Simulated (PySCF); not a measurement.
# S²⁺: excitation energy

S²⁺ [Ne] 3s2 3p2 (3P) → S²⁺ [Ne] 3s1 3p3 (5S), as a difference of total energies. All numbers are calculated (PySCF 2.14, no relativity, point nucleus, in aug-cc-pwCVDZ (6s5p3d, 36 functions)). Correlated levels: valence: [Ne] frozen. The calculations carry no spin-orbit coupling.

```json
{"method": "UHF", "excitation energy (eV)": "5.278"}
{"method": "MP2 (valence)", "excitation energy (eV)": "6.260"}
{"method": "SCS-MP2 (valence)", "excitation energy (eV)": "6.705"}
{"method": "CCSD (valence)", "excitation energy (eV)": "6.688"}
{"method": "CCSD(T) (valence)", "excitation energy (eV)": "6.714"}
{"method": "CCSDT (valence)", "excitation energy (eV)": "6.723"}
```

Problem. How much does correlation contribute at CCSD(T) (valence)?

Solution. 6.714 − (5.278) = 1.436 eV, measured against UHF.

A first-order spin-orbit estimate (lowest level to lowest level, LS coupling) adds 0.061 eV.
